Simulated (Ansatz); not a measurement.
Energy needed to pull apart AlH2I (SMILES [AlH2][I]), closed shell, into free ground-state atoms, from the structure below (displaced at random from a GFN2-xTB minimum); no zero-point or spin–orbit terms; open-shell atoms are treated unrestricted, in their ground-state multiplicity.

```xyz
4
angstrom
Al -0.3315 0.0293 -0.2546
I 1.9250 -0.7226 0.9687
H -1.5866 -0.5912 0.2718
H -0.3690 1.1991 -1.4681
```

Computed with Ansatz 0.2.0 (basis: def2-TZVPP); correlated methods freeze the cores. Filled d shells of the heavier atoms are correlated. Core potentials replace the inner electrons of the atoms past krypton. The def2 sets are not built for correlating such inner shells, so the correlated values are less sure here.

| method | atomization energy (kcal/mol) |
| --- | --- |
| SPW92 | 228.9 |
| PBE-D4 | 206.5 |
| r2SCAN-D4 | ? |
| PBE0-D4 | 206.2 |
| wB97X-V | 211.2 |
| wB97M-V | 208.7 |
| HF | ? |
| MP2 | 207.2 |
| CCSD | 203.7 |
| CCSD(T) | 206.3 |

What does r2SCAN-D4 give? (An estimate is asked for; the value comes from the calculation.)

The calculation gives: 211.5 kcal/mol, which is about 5.2 kcal/mol more than CCSD(T)/def2-TZVPP.

What does HF give? (To be estimated.)

The calculation gives: 161.8 kcal/mol, which is about 44.5 kcal/mol less than CCSD(T)/def2-TZVPP.

In triple zeta the MP2 and coupled-cluster atomization energies are still short of their basis limit by a few kcal/mol a bond, whereas those of the functionals are nearly converged, so these differences are not deviations from converged CCSD(T).

No T1 diagnostic of these runs exceeds 0.009.

For scale, one of the runs: CCSD(T)/def2-TZVPP forces, 120 basis functions (an equivalent command: `ansatz run in.yaml --threads 4`). Hardware: 4 CPU threads, shared host. Wall time 20 s; peak host memory 0.95 GiB.
